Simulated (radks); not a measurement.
Results of a calculation; reference values are marked as such.
Q: The table gives one normalised radial function P(r) = r R(r) of Cl2+ in [Ne] 3s2 3p3 (r in bohr). Level of theory: non-relativistic Kohn-Sham, r2SCAN, spin-polarised, spherical densities, point nucleus; open shells are filled with parallel spins first; meta-GGA in the generalised Kohn-Sham scheme (a radial shooting solver on a logarithmic mesh with Libxc functionals).

r,P
0.003336,0.0408
0.004781,0.0570
0.006798,0.0783
0.009744,0.1066
0.01397,0.1417
0.02002,0.1818
0.02846,0.2203
0.0408,0.2464
0.05848,0.2373
0.08382,0.1645
0.1201,0.0067
0.1708,-0.2141
0.2448,-0.4160
0.3509,-0.4315
0.503,-0.1336
0.7153,0.3885
1.025,0.8473
1.469,0.8804
2.106,0.5222
2.995,0.1710
4.293,0.0239

Which n and l does it have? It may be an empty orbital.

A: n = 3, l = 0: the number of nodes gives n - l - 1 = 2, the rise at small r (about r^(l+1)) gives l, and the extent must fit the shell. The curve is that of 3s up; the table hardly tells the two spins apart. 3s up: eigenvalue -47.606 eV, 2 radial nodes at r = 0.122, 0.556 bohr, <r> = 1.45 bohr, 90 % of the charge inside 2.15 bohr.
